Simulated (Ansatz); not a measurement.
The first iterations of a band of Cl$_{2}$GeH$_{2}$ (5 atoms, charge 0, multiplicity 1).

The calculation used Ansatz 0.2.0, RKS PBE-D4/def2-SVP.

```yaml
movable_images: 9
climbing_image: yes
spring: 5.0 eV/Å²
optimiser: quadratic models (default)
start_path: through a guess of the saddle point
force_threshold: 0.5 eV/Å
iteration_limit: 60
end_points: relaxed
```

Initial state:

```xyz
5
Properties=species:S:1:pos:R:3
Ge 0.318 0.018 0.074
Cl 0.675 -0.033 2.213
H 1.684 -0.044 -0.643
H -0.547 1.259 -0.238
Cl -0.815 -1.747 -0.475
```

Final state:

```xyz
5
Properties=species:S:1:pos:R:3
Ge -0.227 0.342 -0.872
Cl 1.444 0.184 1.408
H 2.419 -0.441 0.813
H -1.199 1.058 0.211
Cl -1.121 -1.690 -0.630
```

| iteration | highest image above the first end (eV) | largest band force component (eV/Å) |
| --- | --- | --- |
| 1 | 3.269 | 6.003 |
| 2 | 2.230 | 2.242 |

Task: Does the band converge within its limit, and where does its top end?

Result: The run converged. It ended after 7 iterations with the highest image 1.924 eV above the first end. The threshold of 0.5 eV/Å is loose, so the images may lie well off the minimum-energy path. The order of the stationary point at the top wasn't checked. The orbitals stay closed-shell, which can raise the energy where a bond breaks towards radicals; this wasn't checked here.

The run took 3.5 min on 1 thread of Arm Neoverse N1, on a shared host, peak memory 0.14 GiB.
